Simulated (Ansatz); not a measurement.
Geometry optimisation, Ansatz 0.2.0, RKS B3LYP-D4/6-31G*.

input.yaml

```yaml
crystal:
  periodic: [false, false, false]
  atoms:
    - { symbol: Si, position_ang: [0.0, 0.0, 0.0] }
    - { symbol: H, position_ang: [0.0, 0.0, 1.46] }
    - { symbol: Si, position_ang: [2.0935, 0.0, -0.7393] }
    - { symbol: H, position_ang: [2.5508, -1.3762, -0.9079] }
    - { symbol: H, position_ang: [2.1573, 0.6939, -2.0222] }
    - { symbol: H, position_ang: [2.951, 0.6823, 0.2255] }
    - { symbol: Si, position_ang: [-1.0456, 1.8115, -0.7393] }
    - { symbol: H, position_ang: [-2.4302, 1.478, -1.0607] }
    - { symbol: H, position_ang: [-1.0215, 2.8436, 0.2931] }
    - { symbol: H, position_ang: [-0.3743, 2.3069, -1.9374] }
    - { symbol: Si, position_ang: [-1.0456, -1.8115, -0.7393] }
    - { symbol: H, position_ang: [-1.7029, -2.4846, 0.3772] }
    - { symbol: H, position_ang: [-2.0454, -1.4265, -1.7311] }
    - { symbol: H, position_ang: [-0.0777, -2.7173, -1.3511] }
basis:
  gaussian: { orbitals: "6-31G*" }
hamiltonian:
  xc: b3lyp
  dispersion: d4
relax:
  f_tol: 0.02
  max_steps: 40
```

Run as:

```bash
$ ansatz run input.yaml --threads 2 --pin off --max-ram 3072MiB --backend cpu --events-out ev --progress --plain --runs-dir out
```

Where does it end, and by what steps?

The run converged. The force dipped under the threshold on the way, but the program's further checks kept it going. After 19 steps the energy has fallen by 0.558 eV; H12 moved furthest, 1.16 Å.

| step | energy less start (eV) | largest force component (eV/Å) | accepted |
| --- | --- | --- | --- |
| 0 | 0.0000 | 1.028 | yes |
| 1 | -0.4550 | 0.268 | yes |
| 2 | -0.4822 | 0.099 | yes |
| 3 | -0.4850 | 0.021 | yes |
| 4 | -0.5015 | 0.022 | yes |
| 5 | -0.5119 | 0.216 | yes |
| 6 | -0.5185 | 0.155 | yes |
| 7 | -0.5317 | 0.073 | yes |
| 8 | -0.5335 | 0.224 | yes |
| 9 | -0.5418 | 0.134 | yes |
| 10 | -0.5495 | 0.015 | yes |
| 11 | -0.5519 | 0.102 | yes |
| 12 | -0.5533 | 0.072 | yes |
| 13 | -0.5552 | 0.059 | yes |
| 14 | -0.5564 | 0.066 | yes |
| 15 | -0.5569 | 0.071 | yes |
| 16 | -0.5574 | 0.049 | yes |
| 17 | -0.5577 | 0.013 | yes |
| 18 | -0.5579 | 0.017 | yes |
| 19 | -0.5580 | 0.013 | yes |

```xyz
14
Properties=species:S:1:pos:R:3
Si 0.014 -0.078 0.018
H 0.043 -0.258 1.501
Si 2.221 0.057 -0.774
H 3.000 -1.151 -0.385
H 2.214 0.152 -2.261
H 2.911 1.261 -0.232
Si -1.149 1.901 -0.481
H -2.573 1.807 -0.052
H -0.526 3.070 0.200
H -1.119 2.143 -1.950
Si -1.076 -1.922 -0.947
H -2.455 -2.068 -0.405
H -1.168 -1.731 -2.421
H -0.326 -3.182 -0.684
```

Whether the end is a true minimum wasn't checked by a vibrational analysis.

Run time: 60 s on 2 threads of Arm Neoverse V2, with other jobs on the host, peak memory 0.22 GiB.
